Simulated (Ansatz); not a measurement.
```yaml
crystal:
  periodic: [false, false, false]
  atoms:
    - {symbol: F, position_ang: [-0.011293, -0.037263, 0.014034]}
    - {symbol: Ga, position_ang: [0.037700, 0.049777, 1.751850]}
basis:
  gaussian: {orbitals: def2-TZVPP, nuclear_model: gaussian}
magnetization: {spin_polarized: true, initial_magnetization: 0}
hamiltonian: {xc: {name: revPBE}, dispersion: d4}
kpoints: {mp_grid: {grid: [2, 2, 2]}}
```

```sh
$ ansatz run in.yaml --threads 2 --pin off --events-out ev --progress --plain --max-ram 32768MiB --backend cpu
```

Output, abridged:

```
Error: invalid value for `basis.gaussian`: such a run doesn't read kpoints; remove what it names
```

In this input the input holds a key that doesn't belong there. The input was rejected before any iteration.
